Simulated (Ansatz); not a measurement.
Consider the isomerisation: `N[SiH](O)CO` → `OC(O)N[SiH3]`.

Isolated molecules relaxed with PBE0-D4/def2-TZVP in Ansatz; ΔE leaves out vibrations. CCSD(T)/CBS adds triple-zeta CCSD(T) − MP2 to the extrapolated MP2 energy (def2 sets, frozen cores). Functionals use def2-TZVPP. B3LYP here is the variant with VWN-RPA as its local correlation; programs differ in this. Each species was taken in one conformer, which may not be the lowest.

```csv
level,ΔE (kJ/mol)
PBE-D4,164.3
B2PLYP,172.1
r2SCAN,171.4
PBE0,164.3
B3LYP,168.6
MP2/def2-QZVPP,181.9
HF/CBS(def2),160.4
MP2/CBS(def2),184.8
```

What does CCSD(T)/CBS give? (Best estimate.)

The calculation gave: +176.2 kJ/mol. The listed levels differ from it by -11.9, -4.1, -4.8, -11.9, -7.6, 5.7, -15.8, 8.6 kJ/mol.

Largest T1 diagnostic among the species: 0.011.

In def2-TZVPP, CCSD(T) changes the Hartree–Fock value by +9.6 kJ/mol (the triples alone add −0.4 kJ/mol) and MP2 by +18.1 kJ/mol.

CCSD(T)/CBS has its own doubt, a few kJ/mol and more with outer-core shells, so smaller differences from it don't rank the levels.
